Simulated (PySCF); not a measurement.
Simulation results for CH5B2

Computed with PySCF 2.14.0. Calculation on a computer-drawn molecule: the log of a Hartree-Fock and frozen-core CCSD(T) single point meant for a local Hartree-Fock minimum, with one planted fault or none, to be diagnosed. Offsets are logged minus clean, where the clean run is the same molecule without the fault. The reference is restricted for singlets and unrestricted otherwise, and also for a bond in bohr or an excited solution. Adding or removing an electron swaps singlet and doublet. The excited solution moves the top pair (singlet) or top alpha electron (doublet) to the lowest empty orbital. Highest occupied and lowest empty are orbital energies over both spins, largest force is the largest gradient component, triples share is (T) over the correlation energy, the T1 limit is 0.02 restricted and 0.045 unrestricted, electrons count all cores, a negative frequency is imaginary (commonest isotopes), and the dipole is about the centre of nuclear charge.

```xyz
8
formula=CH5B2 meant_charge=0 meant_multiplicity=2 meant_basis=cc-pVDZ logged_electrons=21 logged_basis_functions=67 logged_SCF_converged=yes logged_spin_squared=0.7555 logged_highest_occupied=-11.318 logged_lowest_empty=-0.025337 logged_largest_force=9.602e-06 logged_lowest_frequency=-191.8 logged_T1_diagnostic=0.010465 logged_D1_diagnostic=0.045369 logged_triples_share=0.023329 logged_CC_converged=yes logged_dipole_magnitude=0.66178 logged_SCF_stable_within_its_kind=yes logged_energy_HF=-90.08367 logged_energy_CCSD(T)=-90.41527 possible_faults=no_fault,one_electron_removed,one_electron_added,multiplicity_raised_by_two,geometry_at_a_saddle_point,SCF_held_on_an_excited_solution,minimal_basis_STO-3G,one_bond_length_entered_in_bohr,all_coordinates_scaled planted_fault=geometry_at_a_saddle_point HF_energy_offset_from_clean_run=0.5889 CCSD(T)_energy_offset_from_clean_run=2.073
B     -1.3877    -0.1741     0.0000
C      0.0000     0.5449     0.0000
B      1.3877    -0.1741     0.0000
H     -2.4094     0.4577     0.0000
H     -1.4456    -1.3733     0.0000
H      0.0000     1.6344     0.0000
H      2.4094     0.4577     0.0000
H      1.4456    -1.3733     0.0000
```

Units: logged_highest_occupied, logged_lowest_empty in eV; logged_largest_force in hartree/bohr; logged_lowest_frequency in cm⁻¹; logged_dipole_magnitude in debye; logged_energy_HF, logged_energy_CCSD(T) in hartree; HF_energy_offset_from_clean_run, CCSD(T)_energy_offset_from_clean_run in kcal/mol.

Drawn bonds:
| atom | other atom | order |
| --- | --- | --- |
| 1 | 2 | 1 |
| 2 | 3 | 1 |
| 1 | 4 | 1 |
| 1 | 5 | 1 |
| 2 | 6 | 1 |
| 3 | 7 | 1 |
| 3 | 8 | 1 |
